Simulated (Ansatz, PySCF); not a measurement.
Si(H)(OH)2(SMe) (CH₆O₂SSi), SMILES S(C)[SiH](O)O. Atoms are numbered in the order given.

```xyz
11

Si     0.6036     0.0244     0.5943
O      1.8748     1.0383     0.2605
O      0.9634    -1.5880     0.3820
S     -0.8925     0.6648    -0.7901
C     -2.1496    -0.6390    -0.4492
H      0.1923     0.0938     2.0173
H      2.5743     1.0906     0.9225
H      1.1999    -1.8434    -0.5195
H     -2.8929    -0.5827    -1.2554
H     -2.6511    -0.4631     0.5131
H     -1.6889    -1.6359    -0.4478
```
Charge 0, spin multiplicity 1.

Coordinates come from a B3LYP-D3(BJ)/def2-SVP optimisation. This is a generated structure with no PubChem entry under its InChIKey; it may be hypothetical. The values are those of a single conformer.

Two levels are set side by side: PBE-D3(BJ)/def2-SVP (Ansatz, a first-principles code) and B3LYP-D3(BJ)/def2-SVP (Ansatz). Each level has its own optimised geometry; the coordinates shown are those of the second. Frequencies come from the Hessian of PySCF at each geometry. Differences are taken from unrounded values.

```json
[
 {"quantity": "mean bond length (Å)", "B3LYP-D3(BJ)": "1.401", "PBE-D3(BJ)": "1.410", "PBE-D3(BJ) minus B3LYP-D3(BJ)": "0.009"},
 {"quantity": "bond Si1–O2 (Å)", "B3LYP-D3(BJ)": "1.660", "PBE-D3(BJ)": "1.674", "PBE-D3(BJ) minus B3LYP-D3(BJ)": "0.014"},
 {"quantity": "bond Si1–O3 (Å)", "B3LYP-D3(BJ)": "1.666", "PBE-D3(BJ)": "1.680", "PBE-D3(BJ) minus B3LYP-D3(BJ)": "0.015"},
 {"quantity": "bond Si1–S4 (Å)", "B3LYP-D3(BJ)": "2.136", "PBE-D3(BJ)": "2.142", "PBE-D3(BJ) minus B3LYP-D3(BJ)": "0.005"},
 {"quantity": "bond S4–C5 (Å)", "B3LYP-D3(BJ)": "1.843", "PBE-D3(BJ)": "1.842", "PBE-D3(BJ) minus B3LYP-D3(BJ)": "0.000"},
 {"quantity": "bond Si1–H6 (Å)", "B3LYP-D3(BJ)": "1.483", "PBE-D3(BJ)": "1.498", "PBE-D3(BJ) minus B3LYP-D3(BJ)": "0.015"},
 {"quantity": "bond O2–H7 (Å)", "B3LYP-D3(BJ)": "0.965", "PBE-D3(BJ)": "0.973", "PBE-D3(BJ) minus B3LYP-D3(BJ)": "0.009"},
 {"quantity": "bond O3–H8 (Å)", "B3LYP-D3(BJ)": "0.966", "PBE-D3(BJ)": "0.975", "PBE-D3(BJ) minus B3LYP-D3(BJ)": "0.009"},
 {"quantity": "bond C5–H9 (Å)", "B3LYP-D3(BJ)": "1.098", "PBE-D3(BJ)": "1.106", "PBE-D3(BJ) minus B3LYP-D3(BJ)": "0.008"},
 {"quantity": "bond C5–H10 (Å)", "B3LYP-D3(BJ)": "1.099", "PBE-D3(BJ)": "1.107", "PBE-D3(BJ) minus B3LYP-D3(BJ)": "0.008"},
 {"quantity": "bond C5–H11 (Å)", "B3LYP-D3(BJ)": "1.098", "PBE-D3(BJ)": "1.106", "PBE-D3(BJ) minus B3LYP-D3(BJ)": "0.008"},
 {"quantity": "highest harmonic wavenumber (cm⁻¹)", "B3LYP-D3(BJ)": "3873", "PBE-D3(BJ)": "3764", "PBE-D3(BJ) minus B3LYP-D3(BJ)": "-109"},
 {"quantity": "mean harmonic wavenumber (cm⁻¹)", "B3LYP-D3(BJ)": "1244", "PBE-D3(BJ)": "1211", "PBE-D3(BJ) minus B3LYP-D3(BJ)": "-33"},
 {"quantity": "zero-point energy (kcal/mol)", "B3LYP-D3(BJ)": "48.01", "PBE-D3(BJ)": "46.74", "PBE-D3(BJ) minus B3LYP-D3(BJ)": "-1.27"}
]
```

Exact exchange shortens and stiffens bonds; PBE has none. Differences between two approximate levels are no errors against the true value.
